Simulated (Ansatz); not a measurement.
A structure relaxed at PBE0-D4/def2-TZVP, charge 0, multiplicity 1:

```xyz
15

C    -1.627   -0.193    1.726
In   -0.432   -0.539   -0.023
C     0.956   -2.071   -0.625
O    -1.142    0.582   -1.577
P     1.103    1.867   -0.079
H    -2.318   -1.021    1.888
H    -1.001   -0.091    2.614
H    -2.204    0.721    1.586
H     1.690   -2.261    0.160
H     0.424   -3.004   -0.827
H     1.480   -1.768   -1.533
H    -0.865    0.257   -2.436
H     2.110    2.564    0.637
H     1.659    2.037   -1.363
H     0.169    2.919   -0.147
```

**Question.** Give its formula and SMILES.

**Answer.** C2H10InOP, `[CH3][In-]([CH3])([OH])[PH3+]`.

**Question.** Point group (tolerance 0.08 Å, 0.16 Å for H)?

**Answer.** C1.

**Question.** Summarise the bond lengths by kind.

**Answer.** 2 × C–In 2.146 to 2.154 Å; 6 × C–H 1.091 to 1.092 Å; 1 × In–O 2.043 Å; 1 × In–P 2.855 Å; 1 × H–O 0.959 Å; 3 × H–P 1.409 to 1.418 Å.

All numbers were calculated with Ansatz.
